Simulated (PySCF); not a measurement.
This PySCF input asks for the NMR shieldings of SMILES C=C(C)[SiH2][SiH2]NB(C)C, C$_{5}$H$_{16}$BNSi$_{2}$; the geometry comes from GFN2-xTB.

```python
import basis_set_exchange as bse
import numpy as np
from pyscf import gto, dft
from pyscf.prop import nmr

atoms = """
C     3.274907   -0.358383   -0.594706
C     2.202415   -0.343237    0.185430
C     1.398430   -1.586445    0.418157
Si    1.553809    1.251892    0.980001
Si   -0.090413    2.196127   -0.356483
N    -0.901696    0.936714   -1.260773
B    -1.799808   -0.048999   -0.829813
C    -2.295266   -0.025870    0.679245
C    -2.302707   -1.167299   -1.842065
H     3.853284    0.530688   -0.783679
H     3.626700   -1.259240   -1.077228
H     1.333481   -1.801346    1.484757
H     0.383089   -1.448953    0.045155
H     1.842053   -2.445436   -0.083364
H     1.101119    0.893773    2.336161
H     2.704524    2.152796    1.159502
H    -1.117448    2.961305    0.364464
H     0.423336    3.082968   -1.413837
H    -0.635776    0.891979   -2.233804
H    -1.465098   -0.183164    1.366513
H    -2.717758    0.944602    0.932760
H    -3.047778   -0.779672    0.898869
H    -1.812128   -1.127573   -2.813816
H    -3.373498   -1.075264   -2.017531
H    -2.148707   -2.167818   -1.439437
"""
names = dict.fromkeys(["C", "Si", "N", "B", "H"], "pcSseg-1")
basis = {el: gto.basis.parse(bse.get_basis(n, elements=[el], fmt="nwchem")) for el, n in names.items()}
mol = gto.M(atom=atoms, basis=basis, charge=0, verbose=0)
mf = dft.RKS(mol, xc="PBE0")
mf.grids.level = 2
mf.grids.alignment = dft.numint.BLKSIZE   # the property module wants whole blocks of grid points
mf.conv_tol = 1e-9
mf.kernel()

calc = nmr.RKS(mf)   # GIAO
C = mf.mo_coeff
Co = C[:, mf.mo_occ > 0]
resp = mf.gen_response(singlet=True, hermi=2)
def vind(x):   # induced exchange potential for any number of trial vectors
    d = np.einsum("pi,xij,qj->xpq", C, 2 * x.reshape(-1, C.shape[1], Co.shape[1]), Co, optimize=True)
    return np.einsum("xpq,pi,qj->xij", resp(d - d.transpose(0, 2, 1)), C, Co, optimize=True).ravel()
mo1, _ = nmr.rhf.solve_mo1(calc, with_cphf=vind)
sigma = calc.kernel(mo1)
for i, s in enumerate(sigma):   # ppm
    w = np.linalg.eigvalsh((s + s.T) / 2)
    print("%2d %-2s iso %8.1f  s11 %8.1f  s22 %8.1f  s33 %8.1f" % (i, mol.atom_pure_symbol(i), w.mean(), *w))
```

Problem. Give the expected output.

Solution. 
```
 0 C  iso     51.3  s11    -63.8  s22     74.6  s33    143.0
 1 C  iso     37.5  s11    -78.3  s22     16.7  s33    174.0
 2 C  iso    155.4  s11    141.0  s22    143.8  s33    181.5
 3 Si iso    427.6  s11    384.9  s22    416.4  s33    481.5
 4 Si iso    404.8  s11    356.1  s22    400.3  s33    457.9
 5 N  iso    168.6  s11     76.7  s22    210.4  s33    218.6
 6 B  iso     49.4  s11     10.2  s22     24.1  s33    114.0
 7 C  iso    182.7  s11    172.2  s22    185.1  s33    190.9
 8 C  iso    175.1  s11    165.0  s22    165.9  s33    194.4
 9 H  iso     26.1  s11     22.5  s22     24.5  s33     31.1
10 H  iso     25.6  s11     21.9  s22     25.3  s33     29.7
11 H  iso     29.6  s11     26.7  s22     27.8  s33     34.3
12 H  iso     29.8  s11     24.3  s22     28.9  s33     36.2
13 H  iso     29.8  s11     26.5  s22     28.0  s33     34.9
14 H  iso     27.4  s11     25.0  s22     25.7  s33     31.5
15 H  iso     27.6  s11     24.3  s22     25.7  s33     32.9
16 H  iso     26.6  s11     23.0  s22     25.5  s33     31.3
17 H  iso     26.8  s11     23.2  s22     25.3  s33     32.0
18 H  iso     28.1  s11     22.1  s22     27.8  s33     34.3
19 H  iso     31.4  s11     27.1  s22     30.3  s33     36.8
20 H  iso     31.1  s11     26.4  s22     30.2  s33     36.8
21 H  iso     31.1  s11     26.9  s22     29.3  s33     37.1
22 H  iso     31.7  s11     27.7  s22     30.4  s33     36.9
23 H  iso     31.0  s11     27.3  s22     28.6  s33     37.2
24 H  iso     31.0  s11     28.0  s22     29.3  s33     35.8
```

These numbers come from an equivalent density-fitted implementation of the same equations, which agrees with the script to about 0.01 ppm for H and up to a few tenths of a ppm for heavy atoms, so last digits may differ.

Size and cost of the density-fitted run: 247 basis functions, 62 s wall time on 1 thread of an Arm Neoverse V2, shared host; peak memory 1.2 GiB.
